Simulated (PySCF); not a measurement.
**As²⁺ (arsenic, charge +2) across methods**

[Ar] 3d10 4s2 4p1, 2P determinant. All numbers are calculated (PySCF 2.14, scalar relativity by spin-free X2C-1e, in x2c-QZVPPall).

| method | E (hartree) | mean ε 4s α (eV) | mean ε 4s β (eV) | mean ε 4p α (eV) | Σ⟨r²⟩ (bohr²) | ⟨S²⟩ |
| --- | --- | --- | --- | --- | --- | --- |
| M06-L | -2259.668 | -33.931 | -32.785 | -23.243 | 22.18 | 0.752 |
| UHF | -2258.08068 | -38.966 | -36.208 | -27.828 | 22.49 | 0.759 |
| r2SCAN | -2259.709 | -34.248 | -33.084 | -23.678 | 22.21 | 0.754 |
| M06 | -2259.755 | -35.552 | -34.788 | -24.242 | 22.15 | 0.751 |
| PBE | -2259.436 | -33.809 | -32.827 | -23.207 | 22.27 | 0.752 |
| wB97X | -2259.808 | -37.992 | -36.829 | -26.816 | 22.22 | 0.752 |
| LDA | -2256.306 | -34.119 | -33.246 | -23.231 | 22.21 | 0.751 |
| wB97M-V | -2259.566 | -37.822 | -36.460 | -26.668 | 22.33 | 0.752 |

Question: Estimate the same row for PBE0.

Answer: E (hartree) = -2259.467; mean ε 4s α (eV) = -35.324; mean ε 4s β (eV) = -33.952; mean ε 4p α (eV) = -24.537; Σ⟨r²⟩ (bohr²) = 22.26; ⟨S²⟩ = 0.753.
